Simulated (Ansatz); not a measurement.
Cl$_{2}$Fe (SMILES [Cl][Fe][Cl]), quintet, at a GFN2-xTB geometry (such geometries of metal compounds can be far from the true shape); HF/6-31G** (Ansatz, a quantum-chemistry and plane-wave program).

Here is a job for Ansatz.
Ansatz 0.2 input:
```yaml
crystal:
  periodic: [false, false, false]
  atoms:
    - {symbol: Fe, position_ang: [-0.40815377, 0.20857746, -0.36293014]}
    - {symbol: Cl, position_ang: [1.54992816, 0.14750098, -0.93808064]}
    - {symbol: Cl, position_ang: [-0.92569298, -0.46650180, 1.49315026]}
basis:
  gaussian:
    orbitals: 6-31G__.json
    point_charges:
      - {charge: -1.0, position_ang: [2.4309, -1.8395, 3.8296]}
hamiltonian:
  xc: hf
magnetization: {spin_polarized: true, initial_magnetization: 4}
```
The basis file holds 6-31G** in the JSON format of the Basis Set Exchange.

What the program printed (banner, timings and long lists left out):

```
Functional definition: HF
648 factors; integrals over basis functions are off by at most 1.2e-3 eV
mean field evaluation 1: about -59353.7659 eV, gradient 1.6e1 eV
mean field evaluation 2: about -59353.8232 eV, gradient 1.6e1 eV
mean field evaluation 4: about -59356.8307 eV, gradient 4.1e0 eV
mean field evaluation 8: about -59356.9517 eV, gradient 3.1e-1 eV
mean field evaluation 16: about -59356.9797 eV, gradient 2.1e-1 eV
mean field evaluation 32: about -59345.9369 eV, gradient 3.6e1 eV
mean field evaluation 64: about -59356.9949 eV, gradient 1.2e-2 eV
mean field evaluation 96: about -59356.7680 eV, gradient 4.0e-1 eV
mean field evaluation 128: about -59356.6872 eV, gradient 2.6e-1 eV
mean field evaluation 160: about -59356.9849 eV, gradient 4.4e-1 eV
mean field evaluation 192: about -59355.8243 eV, gradient 5.4e0 eV
mean field evaluation 224: about -59343.2592 eV, gradient 3.8e1 eV
mean field -59357.03344908 eV, -2181.3307456112 hartree, gradient 3.7e-6 eV, S^2 6.017769; 4 other end points of the search recorded, 0 dependent functions left out
reference -59357.03344908 eV, -2181.3307456112 hartree; 32, 28 occupied and 42, 46 virtual orbitals, 648 factors
Total energy: -59357.03344908 eV, -2181.3307456112 hartree
```
